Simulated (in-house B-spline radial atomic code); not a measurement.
**Ionising the oxygen ion O⁷⁺ with different functionals**

Computed with a radial B-spline atomic code at the basis-set limit: scalar-relativistic (spin-free X2C) Hamiltonian, Fermi nucleus of rms radius 2.6991 fm, spin-polarised at highest spin, spherical fractional occupations for the functionals. The ionisation energy is the difference of two self-consistent energies, 1s1 → bare nucleus, without Breit or QED terms; ε is the level of the shell that loses the electron (its least bound occupied spin orbital).

```tsv
method	rung	ΔSCF (eV)	-ε(1s) (eV)
HF fractional	Hartree-Fock	?	?
BLYP	GGA	870.95	820.96
OLYP	GGA	871.12	821.02
r2SCAN0	global hybrid	871.52	837.71
LC-wPBE	range-separated hybrid	?	?
```

Problem. What does LC-wPBE give?

Solution. ΔSCF 870.41 eV, and -ε(1s) = 826.83 eV.

Problem. What does HF fractional give?

Solution. ΔSCF 871.51 eV, and -ε(1s) = 871.51 eV.

Problem. Among the functionals, which spreads more, the ΔSCF values or the orbital energies?

Solution. The orbital energies: ΔSCF values span about 1.11 eV and the orbital energies 16.75 eV; here energy differences depend much less on the functional than eigenvalues do.

Problem. How do they compare with the NIST value?

Solution. NIST lists 871.410 eV (tabulated theory, ground level to ground level). Errors run from -1.00 to +0.11 eV; HF fractional is closest (+0.10 eV), but part of that can be cancellation, since the calculations leave out Breit-QED terms.
